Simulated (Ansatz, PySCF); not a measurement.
This PySCF input computes a CAM-B3LYP/def2-TZVPD energy:

```python
from pyscf import gto, scf, dft

mol = gto.M(
    atom='''
    F     1.35220294    0.02690012   -0.15770586
    S    -0.03514699   -0.03522348    0.44455899
    F    -0.65725713    1.17090359   -0.22593232
    F    -0.63246229   -1.13518419   -0.40668892
    ''',
    basis='def2-tzvpd',
    charge=1,
    spin=0,
    verbose=4,
)

mf = dft.RKS(mol, xc='camb3lyp').density_fit(auxbasis='def2-universal-jkfit')
mf.grids.level = 3
mf.conv_tol = 1e-9
mf.max_cycle = 100
mf.max_memory = 1500
mf.kernel()
if not mf.converged:
    mf = mf.newton()
    mf.kernel(mf.make_rdm1())
mf.analyze()
```

Q: Write an input for the same energy in Ansatz (a first-principles code) and say what it gives.

A: 
Ansatz 0.2 input:
```yaml
crystal:
  periodic: [false, false, false]
  atoms:
    - {symbol: F, position_ang: [1.35220294, 0.02690012, -0.15770586]}
    - {symbol: S, position_ang: [-0.03514699, -0.03522348, 0.44455899]}
    - {symbol: F, position_ang: [-0.65725713, 1.17090359, -0.22593232]}
    - {symbol: F, position_ang: [-0.63246229, -1.13518419, -0.40668892]}
basis:
  gaussian:
    orbitals: def2-TZVPD
hamiltonian:
  xc: {name: CAM-B3LYP}
total_charge: 1
output: {forces: true}
```
It gives -697.43551 Eh, and PySCF -697.43553 Eh, a difference of 0.02 mEh, from the treatment of integrals and grids.

It need not be the lowest isomer of its formula.
